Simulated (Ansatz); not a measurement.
`CO[SiH2]S[SiH3]` + `C#N` → `CO[SiH2]C#N` + `[SiH3]S`  (formal exchange of groups at the Si–S bond)

Computed with Ansatz on PBE0-D4/def2-TZVP structures; ΔE is electronic, products minus reactants. CCSD(T)/CBS adds triple-zeta CCSD(T) − MP2 to the extrapolated MP2 energy (def2 sets, frozen cores). This one scheme is used for every species. DFT in def2-TZVPP. B3LYP here is the variant with VWN-RPA as its local correlation; programs differ in this. HSE06 is defined as in plane-wave codes. Each species was taken in one conformer, which may not be the lowest.

Task: Is it downhill or uphill in electronic energy at CCSD(T)/CBS, and by how much? (Estimate.)

Result: The calculation gave: Uphill: ΔE = +31.4 kJ/mol.

Task: What do these levels give: LDA (SPW92), HSE06-D4, PBE-QIDH, r2SCAN, PBE0, B3LYP, CAM-B3LYP, LC-ωPBE, HF/def2-SVP, HF/def2-TZVPP, HF/def2-QZVPP, HF/CBS(def2)? (Estimate.)

Result: Computed: LDA (SPW92) 35.4, HSE06-D4 34.6, PBE-QIDH 31.0, r2SCAN 29.7, PBE0 28.1, B3LYP 16.9, CAM-B3LYP 17.8, LC-ωPBE 27.4, HF/def2-SVP 11.2, HF/def2-TZVPP 11.7, HF/def2-QZVPP 11.2, HF/CBS(def2) 11.1 kJ/mol.

Largest T1 diagnostic among the species: 0.014.

Leaving LDA and LC-ωPBE aside and taking each functional with its dispersion term where it has one, the values, not all of them listed here, spread over 14.9 kJ/mol, from B2PLYP to revPBE-D4. LDA lies +7.8 kJ/mol from PBE without D4. In def2-TZVPP, CCSD(T) changes the Hartree–Fock value by +15.3 kJ/mol (the triples alone add +3.0 kJ/mol) and MP2 by +19.6 kJ/mol.
